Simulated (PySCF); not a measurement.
Species: C8H16BN.
Numbering: `[CH3:1][C:2]#[C:3][B@H-:4]1[CH2:5][CH2:6][CH2:7][N+:8]1([CH3:9])[CH3:10]` (hydrogens: H11, H12, H13 on C1; H14 on B4; H15, H16 on C5; H17, H18 on C6; H19, H20 on C7; H21, H22, H23 on C9; H24, H25, H26 on C10)

Level of theory: PBE0-D3(BJ)/def2-SVP geometry optimisation, gas phase in PySCF.

(1) Give the optimised bond lengths and angles.

Answers

(1) 
```json
{"bond": "C1–C2", "length (pm)": "145.6", "order": "single"}
{"bond": "C2≡C3", "length (pm)": "122.1", "order": "triple"}
{"bond": "C3–B4", "length (pm)": "157.2", "order": "single"}
{"bond": "B4–C5", "length (pm)": "163.7", "order": "single"}
{"bond": "C5–C6", "length (pm)": "154.6", "order": "single"}
{"bond": "C6–C7", "length (pm)": "152.5", "order": "single"}
{"bond": "C7–N8", "length (pm)": "148.6", "order": "single"}
{"bond": "N8–C9", "length (pm)": "147.0", "order": "single"}
{"bond": "N8–C10", "length (pm)": "146.7", "order": "single"}
{"bond": "B4–N8", "length (pm)": "167.4", "order": "single"}
{"bond": "C1–H11, C1–H12, C1–H13", "length (pm)": "110.2", "order": "single"}
{"bond": "B4–H14", "length (pm)": "122.7", "order": "single"}
{"bond": "C5–H15", "length (pm)": "110.1", "order": "single"}
{"bond": "C5–H16", "length (pm)": "109.9", "order": "single"}
{"bond": "C6–H17", "length (pm)": "110.0", "order": "single"}
{"bond": "C6–H18", "length (pm)": "110.2", "order": "single"}
{"bond": "C7–H19", "length (pm)": "110.3", "order": "single"}
{"bond": "C7–H20", "length (pm)": "109.9", "order": "single"}
{"bond": "C9–H21, C9–H22, C9–H23", "length (pm)": "109.8", "order": "single"}
{"bond": "C10–H24, C10–H25, C10–H26", "length (pm)": "109.9", "order": "single"}
```

Bonds in one row agree within 1 pm and their mean is given. Orders are formal, as drawn. A selection of angles:
```json
{"angle": "C2–C1–H11", "degrees": "111.4"}
{"angle": "H11–C1–H12", "degrees": "107.5"}
{"angle": "C1–C2–C3", "degrees": "178.7"}
{"angle": "C2–C3–B4", "degrees": "178.4"}
{"angle": "C3–B4–C5", "degrees": "113.2"}
{"angle": "C3–B4–N8", "degrees": "107.7"}
{"angle": "C3–B4–H14", "degrees": "112.5"}
{"angle": "C5–B4–N8", "degrees": "99.5"}
{"angle": "C5–B4–H14", "degrees": "116.7"}
{"angle": "N8–B4–H14", "degrees": "105.8"}
{"angle": "B4–C5–C6", "degrees": "106.3"}
{"angle": "B4–C5–H15", "degrees": "112.8"}
{"angle": "B4–C5–H16", "degrees": "110.2"}
{"angle": "C6–C5–H15", "degrees": "110.5"}
{"angle": "C6–C5–H16", "degrees": "111.0"}
{"angle": "H15–C5–H16", "degrees": "106.1"}
{"angle": "C5–C6–C7", "degrees": "106.7"}
{"angle": "C5–C6–H17", "degrees": "113.3"}
{"angle": "C5–C6–H18", "degrees": "111.8"}
{"angle": "C7–C6–H17", "degrees": "109.2"}
{"angle": "C7–C6–H18", "degrees": "110.2"}
{"angle": "H17–C6–H18", "degrees": "105.7"}
{"angle": "C6–C7–N8", "degrees": "106.8"}
{"angle": "C6–C7–H19", "degrees": "114.8"}
{"angle": "C6–C7–H20", "degrees": "110.3"}
{"angle": "N8–C7–H19", "degrees": "110.2"}
{"angle": "N8–C7–H20", "degrees": "105.8"}
{"angle": "H19–C7–H20", "degrees": "108.6"}
{"angle": "C7–N8–C9", "degrees": "110.9"}
{"angle": "C7–N8–C10", "degrees": "111.8"}
{"angle": "C9–N8–C10", "degrees": "109.5"}
{"angle": "B4–N8–C7", "degrees": "101.4"}
{"angle": "B4–N8–C9", "degrees": "108.9"}
{"angle": "B4–N8–C10", "degrees": "114.2"}
{"angle": "N8–C9–H21", "degrees": "110.3"}
{"angle": "H21–C9–H22", "degrees": "109.8"}
{"angle": "H22–C9–H23", "degrees": "108.3"}
{"angle": "N8–C10–H24", "degrees": "109.0"}
{"angle": "H24–C10–H25", "degrees": "108.4"}
{"angle": "H24–C10–H26", "degrees": "110.5"}
{"angle": "H25–C10–H26", "degrees": "109.6"}
```

Dihedral angles: C3–B4–C5–C6 94° (anticlinal); B4–C5–C6–C7 -5° (synperiplanar); C5–C6–C7–N8 32° (synclinal); C6–C7–N8–C9 71° (synclinal); C3–B4–N8–C7 -79° (synclinal).

The 2 B–C bonds span 1.572 Å (C3–B4, drawn single) to 1.637 Å (B4–C5, drawn single), a spread of 0.065 Å. N8 (nitrogen bonded to B and 3 C) is distorted tetrahedral (angles from 101.4° to 114.2°). The 4 C–C bonds span 1.221 Å (C2≡C3, drawn triple) to 1.546 Å (C5–C6, drawn single), a spread of 0.325 Å. Of the pairs four or more bonds apart, C3···H24 is among the closest relative to their van der Waals radii: 2.49 Å, 86 % of the sum of Bondi's values. The 5-membered ring B4–C5–C6–C7–N8 has internal angles of 99.5° to 106.8°; it is puckered, 0.20 Å rms from its mean plane, widest ring torsion 44°. B4 (four-coordinate boron) is distorted tetrahedral (angles from 99.5° to 116.7°).

Point group: C1 (no symmetry element, even within 0.4 Å). Stationary, but not proved a minimum. One conformer, not necessarily the lowest.

Rough CPU time on one thread of a shared machine: about 2.5 min. That covers the optimisation of the geometry.
